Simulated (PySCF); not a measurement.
## Radial density of Bi³⁺ (bismuth, charge +3)

HSE06, [Xe] 4f14 5d10 6s2, closed-shell 1S. Computed with PySCF 2.14 in def2-TZVPPD with the def2 core potential (60 electrons) (7s5p4d2f, 56 functions), with a scalar-relativistic core potential. This is the valence pseudo-density: the core potential removes the inner electrons and smooths the orbitals near the nucleus.

| r (bohr) | 4πr²ρ (e/bohr) |
| --- | --- |
| 0.0101 | 1.938e-05 |
| 0.0169 | 4.748e-05 |
| 0.0285 | 9.336e-05 |
| 0.0479 | 0.0001313 |
| 0.0805 | 0.0002429 |
| 0.135 | 0.001425 |
| 0.228 | 0.02219 |
| 0.383 | 0.7667 |
| 0.645 | 13.22 |
| 1.08 | 18.63 |
| 1.82 | 4.483 |
| 3.07 | 0.3760 |
| 5.16 | 0.002343 |

Energies and moments cover only the electrons outside the core potential. Spin-orbit coupling, which splits the p, d and f shells strongly at this Z, is absent.
